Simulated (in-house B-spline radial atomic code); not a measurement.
Computed with a B-spline radial atomic code. Model: two electrons, singlet ground state, non-relativistic, full CI in B-splines with partial waves to l = 8 (at full coupling up to 3e-4 hartree above the limit, correlation up to 0.6 % small), density held at that of full coupling by Lieb maximisation.

W(λ) is the mean repulsion in the state of coupling λ less the Hartree energy of the fixed density. Its start is exact exchange, its initial slope is twice the second-order Görling-Levy correlation energy, and its area from 0 to 1 is E_xc. A straight curve means weak, dynamic correlation, and a curve that drops fast and flattens means strong correlation.

Command:
```bash
python run_ac.py task.json out
```
Settings (lengths in bohr, energies in hartree):
```
potential              dot
strength               0.0546
lmax                   8
second                 0.3
```

Cost of the run: 24 s on 1 thread of Intel(R) Xeon(R) Processor @ 2.30GHz, on a shared host.

**W = mean repulsion less Hartree energy, and W of three functionals.**

Given: confinement charge in harmonic well; well frequency 0.0546 hartree; nuclear charge 0.3; external potential omega^2 r^2/2 - Z/r.

Computed: LDA exchange minus exact 27.147 millihartree; PBE exchange minus exact 6.9714 millihartree.

| coupling | W xc (hartree) | W xc minus exchange (millihartree) | kinetic minus Kohn-Sham (millihartree) | LDA (PW92) W minus its exchange (millihartree) | PBE W minus its exchange (millihartree) | SCAN W minus its exchange (millihartree) |
| --- | --- | --- | --- | --- | --- | --- |
| 0 | -0.18569 | 0 | 0 | 0 | 0 | 0 |
| 0.02 | -0.18753 | -1.836 | 0.02 | -8.01 | -2.4 | -1.81 |
| 0.05 | ? | ? | ? | ? | ? | ? |
| 0.12 | -0.19547 | -9.776 | 0.56 | -26.29 | -12.64 | -9.45 |
| 0.25 | -0.20341 | -17.724 | 2 | -39.59 | -22.47 | -17.12 |
| 0.4 | -0.21032 | -24.627 | 4.22 | -49.86 | -30.89 | -23.96 |
| 0.6 | ? | ? | ? | ? | ? | ? |
| 0.8 | -0.2221 | -36.409 | 11.06 | -66.52 | -45.48 | -36.15 |
| 1 | -0.22596 | -40.27 | 14.51 | -71.98 | -50.44 | -40.29 |
| 1.4 | -0.23156 | -45.867 | 21.16 | -80.07 | -57.89 | -46.36 |
| 2 | -0.237 | -51.313 | 30.29 | -88.29 | -65.57 | -52.23 |
| 3 | -0.24244 | -56.752 | 43.63 | -96.98 | -73.78 | -57.85 |
| 4.5 | -0.24706 | -61.367 | 60.61 | -104.88 | -81.3 | -62.19 |

**Question.** What belongs in the row 0.05?

**Answer.** W xc (hartree): -0.19011; W xc minus exchange (millihartree): -4.423; kinetic minus Kohn-Sham (millihartree): 0.11; LDA (PW92) W minus its exchange (millihartree): -15.13; PBE W minus its exchange (millihartree): -5.79; SCAN W minus its exchange (millihartree): -4.32.

**Question.** What belongs in the row 0.6?

**Answer.** W xc (hartree): -0.21709; W xc minus exchange (millihartree): -31.403; kinetic minus Kohn-Sham (millihartree): 7.57; LDA (PW92) W minus its exchange (millihartree): -59.49; PBE W minus its exchange (millihartree): -39.21; SCAN W minus its exchange (millihartree): -30.89.

**Question.** What is the SCAN exchange minus exact?

**Answer.** 0.8127 millihartree.

**Energy parts, natural occupations and partial-wave weights.**

Computed: total energy 0.1609 hartree; exchange energy -0.18569 hartree; correlation energy -0.025756 hartree; kinetic part of the DFT correlation energy 0.014514 hartree; initial slope twice GL2 -0.094033 hartree; kinetic part over minus potential part 0.36042; Hartree energy 0.37138 hartree.

```
natural  occupation of the shell (electrons)
      s                                1.821
      p                              0.14581
      s                                    ?
      d                           0.00075945
      p                           0.00035187
      f                           8.3261e-05
```

**Question.** What belongs in the row s?

**Answer.** occupation of the shell (electrons): 0.031884.

```json
{"wave": "s", "weight": "0.92645"}
{"wave": "p", "weight": "0.073088"}
{"wave": "d", "weight": "0.00039865"}
{"wave": "f", "weight": "?"}
{"wave": "g", "weight": "1.0078e-05"}
```

**Question.** What belongs in the row f?

**Answer.** weight: 4.6336e-05.

**Question.** What is the Lieb Oxford ratio E_xc over LDA exchange?

**Answer.** 1.3337.

**Question.** What is the Kohn-Sham kinetic?

**Answer.** 0.083401 hartree.

Half-way to full coupling W has made 70 % of its drop, against 50 % for a straight line, and second-order (GL2) theory, half the initial slope, overshoots the correlation energy by about 83 %: correlation is strong. Over couplings 0 to 1 the errors in E_xc come to about +2.5 millihartree for LDA, +0.4 millihartree for PBE, +1.2 millihartree for SCAN, so PBE is nearest. In LDA and PBE the errors of exchange and correlation have opposite signs, so the sum is smaller than the larger of the two.
